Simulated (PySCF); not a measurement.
H3HfO3, SMILES [OH][Hf]([OH])[OH] (connectivity only; charge and spin as stated), neutral, multiplicity 2. Atoms are numbered in the order given.

```xyz
7

Hf     0.0000     0.0000     0.0000
O      1.9374     0.0000     0.0000
H      2.8945     0.0000     0.0000
O     -0.9687    -1.6778     0.0000
H     -1.4472    -2.5067     0.0000
O     -0.9687     1.6778     0.0000
H     -1.4472     2.5067     0.0000
```
Charge 0, spin multiplicity 2.

The structure is a stationary point at B3LYP-D3(BJ)/def2-SVP. The spin state was assumed, not searched. The isomer is the one that the SMILES or the coordinates give; other isomers of the formula were not compared. The def2 effective core potentials stand for the cores of Hf; spin–orbit coupling is left out. One conformer was computed; it need not be the lowest.

All values below come from PySCF with CAM-B3LYP/def2-TZVPD.

Isolated molecule, no solvent.

```
Quantity                                                                                                        Result
---------------------------------------------------------------------------------------------  -----------------------
total energy                                                                                        -275.66223 hartree
point group                                                                                                        D3h
α spin, highest occupied and lowest empty level                                                      -5.79 and 0.61 eV
β spin, highest occupied and lowest empty level                                                    -10.33 and -0.75 eV
dipole moment                                                                                                   0.00 D
quadrupole, principal values (traceless, Buckingham form, about the centre of nuclear charge)    -7.24, 3.62, 3.62 D·Å
mean static polarisability                                                                        66.3 bohr³ (9.82 Å³)
polarisability, principal values                                                                60.2, 60.2, 78.3 bohr³
⟨S²⟩                                                                                           0.751 (pure state 0.75)
```
